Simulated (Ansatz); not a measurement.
`CO[AsH][SiH3]` + CH₄ → `C[AsH][SiH3]` + CH₃OH at 700 K and 1 bar (formal exchange of groups at the As–O bond).

Calculated with Ansatz (gas phase, PBE0-D4/def2-TZVP geometries, no zero-point term in ΔE). CBS: MP2 limit from def2 TZ/QZ plus the TZ coupled-cluster correction, frozen cores. This one scheme is used for every species. For As outer-core shells are correlated without core-valence functions, which leaves a few kJ/mol of doubt a bond. Scalar relativity is left out up to krypton. Each species was taken in one conformer, which may not be the lowest.

| species | CCSD(T)/CBS energy (Eh) | H − E (kJ/mol) | S (J/(mol·K)) |
| --- | --- | --- | --- |
| `CO[AsH][SiH3]` | -2641.50192 | 277.3 | 487.7 |
| CH₄ | -40.46206 | 145.9 | 224.0 |
| `C[AsH][SiH3]` | -2566.34647 | 255.4 | 440.3 |
| CH₃OH | -115.61712 | 170.8 | 288.5 |

H − E and S are ideal-gas, rigid-rotor, harmonic terms from PBE0-D4/def2-TZVP, for one conformer and one mirror image of each species. 1 Eh = 2625.50 kJ/mol, R = 8.31446 J/(mol·K).

Problem. By hand: ΔE, ΔH, ΔS and ΔG.

Solution. ΔE = (-2566.34647) + (-115.61712) − (-2641.50192) − (-40.46206) = 0.00039 Eh = 1.0 kJ/mol. Δ(H − E) = 255.4 + 170.8 − 277.3 − 145.9 = 3.0, so ΔH = 4.0 kJ/mol. ΔS = 440.3 + 288.5 − 487.7 − 224.0 = 17.1 J/(mol·K). ΔG = 4.0 − 700 × (17.1)/1000 = -8.0 kJ/mol.

Problem. By hand: the equilibrium constant, and the temperature at which ΔG would vanish if ΔH and ΔS stayed fixed.

Solution. log₁₀ K = −ΔG/(RT ln 10) = 0.6. ΔG = 0 at ΔH/ΔS = 234 K, though so small a ΔH makes that figure unsure.

TΔS isn't small against ΔH here. A doubt of 5 kJ/mol in ΔE shifts log₁₀ K by 0.4 here. Other conformers and mirror images would add mixing entropy, several J/(mol·K) or more a flexible species. Modes under 60 cm⁻¹, often nearly free rotors, make the harmonic entropy too high. These are equilibria of isolated gas molecules and say nothing of rates. Largest T1 diagnostic: 0.012 (customary marks: 0.02 for closed shells, 0.045 for open ones).
